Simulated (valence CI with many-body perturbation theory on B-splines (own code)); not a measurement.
Ca⁶⁺: electric-dipole lines

Calculated by configuration interaction combined with many-body perturbation theory (CI+MBPT): four valence electrons over a frozen Dirac-Fock core [Ne], radial functions for each j: 11 s, 11 p, 9 d, 7 f, 5 g, 2 h, 1 i, with the one-electron correlation potential Σ1, the two-electron term Σ2, the three-electron term Σ3, Breit, model QED; selected CI, second order for the rest, scaled by the run's own slope (own B-spline code, finite nucleus).

Set against measurement, 17 paired levels are off by 86 cm⁻¹ on average, the worst by 312. These come from a selection out of Sugar and Corliss, J. Phys. Chem. Ref. Data 8, 865 (1979). Levels without a partner in it may be off by more.

Lines 101 to 150 of 222 in falling wavelength, among levels below 477030 cm⁻¹, chosen from the strongest by gf and those to the six lowest levels. Wavelengths and rates use the calculated energies, so an error of 90 cm⁻¹ moves a line at 41.84 nm by 0.038 % and its rate by three times that or more. Electric multipoles are in the length gauge, E1 and E2 with the static RPA response of the core. Weak lines are less certain than strong ones. Lines between different terms over intervals too small for the method are left out, as are lines whose strength nearly cancels. The highest levels of a list are the least certain.

Names give the largest LS component (configuration and term), which can be under half, so a name can repeat, a term be missing and a line seem to break the LS rules; names also repeat where a configuration has a term twice. Letters in brackets count levels of one name in rising energy.

```tsv
λ vac (nm)	λ from measured levels	Upper	Lower	A (s⁻¹)	S (a.u.) with core polarisation	S without
43.03		3s3p²3d ³P_2 [a]	3s3p³ ³P°_1	8.04e+08	1.58e-01	1.65e-01
42.73		3p⁴ ³P_1	3s3p³ ⁵S°_2	4.89e+05	5.65e-05	5.86e-05
42.65		3s3p²3d ³P_1 [a]	3s3p³ ³P°_2	2.04e+09	2.34e-01	2.44e-01
42.65		3s3p²3d ³P_1 [a]	3s3p³ ³P°_1	6.69e+08	7.69e-02	8.02e-02
42.64		3s3p²3d ³P_1 [a]	3s3p³ ³P°_0	1.14e+09	1.31e-01	1.36e-01
42.44		3s3p²3d ³P_0 [a]	3s3p³ ³P°_1	4.21e+09	1.59e-01	1.65e-01
42.20		3s3p²3d ³D_3 [a]	3s3p³ ¹D°_2	1.73e+08	4.50e-02	4.67e-02
41.84	41.81	3s²3p3d ³P°_1	3s²3p² ¹S_0	5.95e+06	6.46e-04	6.65e-04
41.41	41.46	3s3p³ ³S°_1	3s²3p² ³P_2	1.61e+10	1.69e+00	1.76e+00
41.35		3p⁴ ¹D_2	3s3p³ ⁵S°_2	1.86e+04	3.25e-06	3.36e-06
41.21		3s3p²3d ¹F_3	3s3p³ ¹D°_2	6.98e+09	1.69e+00	1.75e+00
41.01		3s²3p3d ³F°_2	3s²3p² ³P_2	4.54e+06	7.73e-04	7.98e-04
41.00	41.05	3s3p³ ³S°_1	3s²3p² ³P_1	9.39e+09	9.58e-01	9.97e-01
40.77		3s²3p3d ³F°_3	3s²3p² ³P_2	1.87e+07	4.38e-03	4.51e-03
40.72	40.78	3s3p³ ³S°_1	3s²3p² ³P_0	3.30e+09	3.30e-01	3.44e-01
40.65		3s²3p3d ³D°_1	3s²3p² ¹S_0	4.28e+06	4.25e-04	4.39e-04
40.60		3s²3p3d ³F°_2	3s²3p² ³P_1	8.27e+06	1.37e-03	1.41e-03
40.28		3s3p²3d ⁵F_1	3s3p³ ⁵S°_2	2.43e+04	2.35e-06	2.42e-06
40.21	40.25	3s3p³ ¹P°_1	3s²3p² ³P_2	6.67e+08	6.41e-02	6.69e-02
40.20		3s3p²3d ⁵F_2	3s3p³ ⁵S°_2	1.50e+05	2.41e-05	2.49e-05
40.08		3s3p²3d ⁵F_3	3s3p³ ⁵S°_2	2.70e+05	6.00e-05	6.18e-05
39.81	39.86	3s3p³ ¹P°_1	3s²3p² ³P_1	1.02e+09	9.49e-02	9.87e-02
39.56	39.61	3s3p³ ¹P°_1	3s²3p² ³P_0	2.33e+08	2.14e-02	2.23e-02
39.20		3s3p²3d ³D_3 [a]	3s3p³ ³P°_2	2.00e+08	4.16e-02	4.35e-02
38.86		3s3p²3d ³P_2 [a]	3s3p³ ³D°_3	1.28e+10	1.86e+00	1.93e+00
38.81		3s3p²3d ³P_2 [a]	3s3p³ ³D°_2	3.45e+09	4.98e-01	5.17e-01
38.80		3s3p²3d ³P_2 [a]	3s3p³ ³D°_1	2.95e+08	4.25e-02	4.42e-02
38.76		3s3p²3d ³D_3 [b]	3s3p³ ¹D°_2	1.84e+08	3.71e-02	3.84e-02
38.54		3s3p²3d ¹P_1	3s3p³ ¹D°_2	2.05e+10	1.74e+00	1.81e+00
38.50		3s3p²3d ³P_1 [a]	3s3p³ ³D°_2	1.09e+10	9.22e-01	9.57e-01
38.49		3s3p²3d ³P_1 [a]	3s3p³ ³D°_1	4.98e+09	4.20e-01	4.36e-01
38.45		3s3p²3d ⁵D_1	3s3p³ ⁵S°_2	1.38e+07	1.16e-03	1.20e-03
38.41		3s3p²3d ⁵D_2	3s3p³ ⁵S°_2	3.43e+07	4.79e-03	4.94e-03
38.35		3s3p²3d ⁵D_3	3s3p³ ⁵S°_2	4.29e+07	8.36e-03	8.62e-03
38.34		3s3p²3d ¹F_3	3s3p³ ³P°_2	2.61e+08	5.09e-02	5.29e-02
38.32		3s3p²3d ³P_0 [a]	3s3p³ ³D°_1	1.55e+10	4.30e-01	4.46e-01
37.83	37.83	3s²3p3d ³P°_2	3s²3p² ¹D_2	5.15e+09	6.89e-01	7.15e-01
37.56	37.55	3s²3p3d ³P°_1	3s²3p² ¹D_2	1.08e+08	8.49e-03	8.80e-03
37.36		3s²3p3d ¹D°_2	3s²3p² ¹D_2	2.59e+10	3.33e+00	3.46e+00
36.60		3s²3p3d ³D°_1	3s²3p² ¹D_2	3.11e+07	2.26e-03	2.33e-03
36.59		3s3p²3d ³F_3 [b]	3s3p³ ³P°_2	3.49e+08	5.91e-02	6.12e-02
36.52	36.51	3s²3p3d ³D°_2	3s²3p² ¹D_2	7.33e+07	8.80e-03	9.08e-03
36.48		3s3p²3d ³F_2 [a]	3s3p³ ⁵S°_2	7.18e+04	8.60e-06	8.88e-06
36.47	36.46	3s²3p3d ³D°_3	3s²3p² ¹D_2	1.59e+08	2.66e-02	2.75e-02
36.41		3s3p²3d ³D_1 [b]	3s3p³ ³P°_1	3.45e+09	2.46e-01	2.55e-01
36.40		3s3p²3d ³D_1 [b]	3s3p³ ³P°_0	6.10e+09	4.36e-01	4.50e-01
36.36		3s3p²3d ³F_3 [a]	3s3p³ ⁵S°_2	4.84e+05	8.03e-05	8.29e-05
36.34		3s3p²3d ³D_2 [b]	3s3p³ ³P°_2	1.55e+09	1.83e-01	1.90e-01
36.34		3s3p²3d ³D_2 [b]	3s3p³ ³P°_1	8.46e+09	1.00e+00	1.04e+00
36.22		3s3p²3d ³D_3 [b]	3s3p³ ³P°_2	9.80e+09	1.61e+00	1.66e+00
```
